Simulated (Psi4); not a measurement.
Input file for Psi4: SAPT0/aug-cc-pVDZ on CH4GeO2 (a complex), monomers drawn apart or pushed together.

```
memory 2025 MB

molecule dimer {
0 1
O     0.50536963   -0.83131025   -0.63911488
C    -0.45256970   -0.62919458   -0.01865846
O    -1.41230485   -0.42745232    0.60109435
--
0 1
Ge    0.36680402    0.51788975    4.11702957
H    -0.44288373   -0.75275865    4.40816232
H     1.23168269    0.29312850    2.86525137
H     1.28602799    0.82962118    5.30736209
H    -0.58335770    1.69765305    3.87329504
units angstrom
symmetry c1
no_reorient
no_com
}

set {
  basis aug-cc-pVDZ
  scf_type df
  freeze_core true
}

energy('sapt0')
```

The log:

```
[...]
==> Input File <==

--------------------------------------------------------------------------
memory 2025 MB

molecule dimer {
0 1
O     0.50536963   -0.83131025   -0.63911488
C    -0.45256970   -0.62919458   -0.01865846
O    -1.41230485   -0.42745232    0.60109435
--
0 1
Ge    0.36680402    0.51788975    4.11702957
H    -0.44288373   -0.75275865    4.40816232
H     1.23168269    0.29312850    2.86525137
H     1.28602799    0.82962118    5.30736209
H    -0.58335770    1.69765305    3.87329504
units angstrom
symmetry c1
no_reorient
no_com
}

set {
  basis aug-cc-pVDZ
  scf_type df
  freeze_core true
}

energy('sapt0')
--------------------------------------------------------------------------


   => Loading Basis Set <=

    Name: AUG-CC-PVDZ
    Role: ORBITAL
    Keyword: BASIS
    atoms 1, 3 entry O          line   254 file aug-cc-pvdz.gbs
    atoms 2    entry C          line   182 file aug-cc-pvdz.gbs
    atoms 4    entry GE         line  2999 file aug-cc-pvdz.gbs
    atoms 5-8  entry H          line    40 file aug-cc-pvdz.gbs

   => Loading Basis Set <=

    Name: AUG-CC-PVDZ
    Role: ORBITAL
    Keyword: BASIS
    atoms 1, 3 entry O          line   254 file aug-cc-pvdz.gbs
    atoms 2    entry C          line   182 file aug-cc-pvdz.gbs
    atoms 4    entry GE         line  2999 file aug-cc-pvdz.gbs
    atoms 5-8  entry H          line    40 file aug-cc-pvdz.gbs


  //>>>>>>>>>>>>>>>>>>>>>>>>>>>>>>>>>>>//
  //              Dimer HF             //
  //<<<<<<<<<<<<<<<<<<<<<<<<<<<<<<<<<<<//

   => Libint2 <=

    Primary   basis highest AM E, G, H:  7, 6, 3
    Auxiliary basis highest AM E, G, H:  7, 7, 4
    Onebody   basis highest AM E, G, H:  -, -, -
    Solid Harmonics ordering:            Gaussian


   => Loading Basis Set <=

    Name: AUG-CC-PVDZ
    Role: ORBITAL
    Keyword: BASIS
    atoms 1, 3 entry O          line   254 file aug-cc-pvdz.gbs
    atoms 2    entry C          line   182 file aug-cc-pvdz.gbs
    atoms 4    entry GE         line  2999 file aug-cc-pvdz.gbs
    atoms 5-8  entry H          line    40 file aug-cc-pvdz.gbs


         ---------------------------------------------------------
                                   SCF
               by Justin Turney, Rob Parrish, Andy Simmonett
                          and Daniel G. A. Smith
                              RHF Reference
                        1 Threads,   1931 MiB Core
         ---------------------------------------------------------

  ==> Geometry <==

    Molecular point group: c1
    Full point group: C1

    Geometry (in Angstrom), charge = 0, multiplicity = 1:

       Center              X                  Y                   Z               Mass
    ------------   -----------------  -----------------  -----------------  -----------------
         O            0.505369630000    -0.831310250000    -0.639114880000    15.994914619570
         C           -0.452569700000    -0.629194580000    -0.018658460000    12.000000000000
         O           -1.412304850000    -0.427452320000     0.601094350000    15.994914619570
         GE           0.366804020000     0.517889750000     4.117029570000    73.921177761000
         H           -0.442883730000    -0.752758650000     4.408162320000     1.007825032230
         H            1.231682690000     0.293128500000     2.865251370000     1.007825032230
         H            1.286027990000     0.829621180000     5.307362090000     1.007825032230
         H           -0.583357700000     1.697653050000     3.873295040000     1.007825032230

  Running in c1 symmetry.

  Rotational constants: A =      0.25927  B =      0.01217  C =      0.01193 [cm^-1]
  Rotational constants: A =   7772.63375  B =    364.98559  C =    357.54130 [MHz]
  Nuclear repulsion =  198.262107421088331

  Charge       = 0
  Multiplicity = 1
  Electrons    = 58
  Nalpha       = 29
  Nbeta        = 29

  ==> Algorithm <==

  SCF Algorithm Type is DF.
  DIIS enabled.
  MOM disabled.
  Fractional occupation disabled.
  Guess Type is SAD.
  Energy threshold   = 1.00e-08
  Density threshold  = 1.00e-08
  Integral threshold = 1.00e-12

  ==> Primary Basis <==

  Basis Set: AUG-CC-PVDZ
    Blend: AUG-CC-PVDZ
    Number of shells: 61
    Number of basis functions: 141
    Number of Cartesian functions: 150
    Spherical Harmonics?: true
    Max angular momentum: 2

   => Loading Basis Set <=

    Name: (AUG-CC-PVDZ AUX)
    Role: JKFIT
    Keyword: DF_BASIS_SCF
    atoms 1, 3 entry O          line   270 file aug-cc-pvdz-jkfit.gbs
    atoms 2    entry C          line   154 file aug-cc-pvdz-jkfit.gbs
    atoms 4    entry GE         line  1047 file aug-cc-pvdz-jkfit.gbs
    atoms 5-8  entry H          line    70 file aug-cc-pvdz-jkfit.gbs

  ==> Integral Setup <==

  DFHelper Memory: AOs need 0.089 GiB; user supplied 1.414 GiB.
  SCF_SUBTYPE=INCORE selected. In-core MEM_DF algorithm will be used.
  Using in-core AOs.

  ==> MemDFJK: Density-Fitted J/K Matrices <==

    J tasked:                   Yes
    K tasked:    
[...]
Final Occupation by Irrep:
              A
    DOCC [    18 ]
    NA   [    18 ]
    NB   [    18 ]

  @DF-RHF Final Energy: -2077.11555204911292

   => Energetics <=

    Nuclear Repulsion Energy =             45.3729251826461635
    One-Electron Energy =               -2986.3360754791724503
    Two-Electron Energy =                 863.8475982474132024
    Total Energy =                      -2077.1155520491129209

Computation Completed


Properties will be evaluated at   0.000000,   0.000000,   0.000000 [a0]

Properties computed using the SCF density matrix


 Multipole Moments:

 ------------------------------------------------------------------------------------
     Multipole            Electronic (a.u.)      Nuclear  (a.u.)        Total (a.u.)
 ------------------------------------------------------------------------------------

 L = 1.  Multiply by 2.5417464519 to convert [e a0] to [Debye]
 Dipole X            :        -25.0106143           24.9995609           -0.0110535
 Dipole Y            :        -35.2227856           35.2247143            0.0019287
 Dipole Z            :       -280.0488694          280.0555543            0.0066849
 Magnitude           :                                                    0.0130609

 ------------------------------------------------------------------------------------

  Constructing Basis Sets for SAPT...

   => Loading Basis Set <=

    Name: (AUG-CC-PVDZ AUX)
    Role: RIFIT
    Keyword: DF_BASIS_SAPT
    atoms 1, 3 entry O          line   204 file aug-cc-pvdz-ri.gbs
    atoms 2    entry C          line   112 file aug-cc-pvdz-ri.gbs
    atoms 4    entry GE         line   760 file aug-cc-pvdz-ri.gbs
    atoms 5-8  entry H          line    30 file aug-cc-pvdz-ri.gbs

   => Loading Basis Set <=

    Name: (AUG-CC-PVDZ AUX)
    Role: JKFIT
    Keyword: DF_BASIS_ELST
    atoms 1, 3 entry O          line   270 file aug-cc-pvdz-jkfit.gbs
    atoms 2    entry C          line   154 file aug-cc-pvdz-jkfit.gbs
    atoms 4    entry GE         line  1047 file aug-cc-pvdz-jkfit.gbs
    atoms 5-8  entry H          line    70 file aug-cc-pvdz-jkfit.gbs


  //>>>>>>>>>>>>>>>>>>>>>>>>>>>>>>>>>>>//
  //               SAPT0               //
  //<<<<<<<<<<<<<<<<<<<<<<<<<<<<<<<<<<<//



        SAPT0
    Ed Hohenstein
     6 June 2009

      Orbital Information
  --------------------------
    NSO        =       141
    NMO        =       141
    NRI        =       438
    NRI (Elst) =       580
    NOCC A     =        11
    NOCC B     =        18
    FOCC A     =         3
    FOCC B     =         9
    NVIR A     =       130
    NVIR B     =       123

    Elst10,r            =    -0.000408359366 [Eh]
    Exch10              =     0.000466539753 [Eh]
    Exch10 (S^2)        =     0.000466374173 [Eh]

    Maxiter = 50
    CPHF R converge = 1.000000E-08

    Iter     Energy [mEh]          dE [mEh]         Residual      Time [s]
       1      -0.02808065       0.028080647     8.808714e-04             0
       2      -0.03079259       0.002711947     4.142623e-04             0
       3      -0.03270068       0.001908087     7.192418e-05             0
       4      -0.03259540      -0.000105279     2.571738e-05             0
       5      -0.03256813      -0.000027270     8.626886e-06             0
       6      -0.03256982       0.000001688     3.097405e-06             0
       7      -0.03257426       0.000004439     7.601082e-07             0
       8      -0.03257338      -0.000000880     2.234538e-07             0
       9      -0.03257327      -0.000000106     5.655947e-08             0
      10      -0.03257335       0.000000078     1.835730e-08             0
      11      -0.03257333      -0.000000016     7.435754e-09             0

    CHF Iterations converged

    Maxiter = 50
    CPHF R converge = 1.000000E-08

    Iter     Energy [mEh]          dE [mEh]         Residual      Time [s]
       1      -0.16858624       0.168586244     1.709996e-03             0
       2      -0.21128419       0.042697944     2.839019e-04             0
       3      -0.21008078      -0.001203408     7.360294e-05             0
       4      -0.20995543      -0.000125348     1.881263e-05             0
       5      -0.21000371       0.000048276     3.359610e-06             0
       6      -0.21000903       0.000005316     6.336643e-07             0
       7      -0.21000613      -0.000002891     9.823639e-08             1
       8      -0.21000650       0.000000363     1.232120e-08             1
       9      -0.21000647      -0.000000027     1.534030e-09             1

    CHF Iterations converged

    Ind20,r (A<-B)      =    -0.000032573334 [Eh]
    Ind20,r (B<-A)      =    -0.000210006470 [Eh]
    Ind20,r             =    -0.000242579804 [Eh]
    Exch-Ind20,r (A<-B) =     0.000022931413 [Eh]
    Exch-Ind20,r (B<-A) =     0.000149727457 [Eh]
    Exch-Ind20,r        =     0.000172658870 [Eh]
    Disp20              =    -0.001141592205 [Eh]
    Disp20 (SS)         =    -0.000570796103 [Eh]
    Disp20 (OS)         =    -0.000570796103 [Eh]
    Exch-Disp20         =     0.000048520986 [Eh]
    Exch-Disp20 (SS)    =     0.000030961022 [Eh]
    Exch-Disp20 (OS)    =     0.000017559964 [Eh]

    SAPT Results
  --------------------------------------------------------------------------------------------------------
    Electrostatics                 -0.40835937 [mEh]      -0.25624937 [kcal/mol]      -1.07214737 [kJ/mol]
      Elst10,r                     -0.40835937 [mEh]      -0.25624937 [kcal/mol]      -1.07214737 [kJ/mol]

    Exchange                        0.46653975 [mEh]       0.29275812 [kcal/mol]       1.22489995 [kJ/mol]
      Exch10                        0.46653975 [mEh]       0.29275812 [kcal/mol]       1.22489995 [kJ/mol]
      Exch10(S^2)                   0.46637417 [mEh]       0.29265421 [kcal/mol]       1.22446522 [kJ/mol]

    Induction                      -0.08372814 [mEh]      -0.05254020 [kcal/mol]      -0.21982821 [kJ/mol]
      Ind20,r                      -0.24257980 [mEh]      -0.15222113 [kcal/mol]      -0.63689319 [kJ/mol]
      Exch-Ind20,r                  0.17265887 [mEh]       0.10834508 [kcal/mol]       0.45331580 [kJ/mol]
      delta HF,r (2)               -0.01380721 [mEh]      -0.00866415 [kcal/mol]      -0.03625082 [kJ/mol]

    Dispersion                     -1.09307122 [mEh]      -0.68591255 [kcal/mol]      -2.86985809 [kJ/mol]
      Disp20                       -1.14159221 [mEh]      -0.71635992 [kcal/mol]      -2.99724992 [kJ/mol]
      Exch-Disp20                   0.04852099 [mEh]       0.03044738 [kcal/mol]       0.12739183 [kJ/mol]
      Disp20 (SS)                  -0.57079610 [mEh]      -0.35817996 [kcal/mol]      -1.49862496 [kJ/mol]
      Disp20 (OS)                  -0.57079610 [mEh]      -0.35817996 [kcal/mol]      -1.49862496 [kJ/mol]
      Exch-Disp20 (SS)              0.03096102 [mEh]       0.01942833 [kcal/mol]       0.08128815 [kJ/mol]
      Exch-Disp20 (OS)              0.01755996 [mEh]       0.01101904 [kcal/mol]       0.04610368 [kJ/mol]

  Total HF                         -0.02554775 [mEh]      -0.01603146 [kcal/mol]      -0.06707562 [kJ/mol]
  Total SAPT0                      -1.11861897 [mEh]      -0.70194400 [kcal/mol]      -2.93693371 [kJ/mol]

  Special recipe for scaled SAPT0 (see Manual):
    Electrostatics sSAPT0          -0.40835937 [mEh]      -0.25624937 [kcal/mol]      -1.07214737 [kJ/mol]
    Exchange sSAPT0                 0.46653975 [mEh]       0.29275812 [kcal/mol]       1.22489995 [kJ/mol]
    Induction sSAPT0               -0.08354418 [mEh]      -0.05242476 [kcal/mol]      -0.21934520 [kJ/mol]
    Dispersion sSAPT0              -1.09301952 [mEh]      -0.68588010 [kcal/mol]      -2.86972236 [kJ/mol]
  Total sSAPT0                     -1.11838331 [mEh]      -0.70179612 [kcal/mol]      -2.93631497 [kJ/mol]
  --------------------------------------------------------------------------------------------------------



*** Psi4 exiting successfully. Buy a developer a beer!
```

The run finished.

Cost: about 30 core-seconds (a rough figure).
